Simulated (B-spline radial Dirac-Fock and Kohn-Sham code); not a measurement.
**Ce²⁺ in Watson spheres of different radius**

These are calculated numbers from a radial atomic solver; the model is Dirac-Fock energy differences between relaxed states, corrected for Breit and QED terms. The ion, [Xe] 4f2, sits in a hollow sphere of charge Q = -2, a simple model of the Madelung potential. Inside the sphere an electron's potential energy is raised by the constant 14.40·|Q|/R eV, so binding energies fall by about that much as long as the orbitals stay inside.

```csv
radius (Å),14.40 |Q|/R (eV),1s (eV),2s (eV),2p1/2 (eV),2p3/2 (eV),3s (eV),3p1/2 (eV),3p3/2 (eV),3d3/2 (eV),3d5/2 (eV),4s (eV),4p1/2 (eV),4p3/2 (eV),4d3/2 (eV),4d5/2 (eV),5s (eV),5p1/2 (eV),5p3/2 (eV)
1.6,18.00,40439.5,6552.7,6162.9,5721.7,1437.2,1272.6,1184.1,899.4,881.0,297.2,234.3,215.6,110.8,107.6,40.69,21.85,19.23
2.4,12.00,40445.1,6558.3,6168.5,5727.3,1442.8,1278.1,1189.7,905.0,886.6,302.8,239.9,221.2,116.4,113.2,46.38,27.51,24.87
```

From the smallest to the largest radius 1s moves by +5.6 eV, while the constant potential alone would give +6.0 eV; the difference comes from charge outside the sphere and its screening.
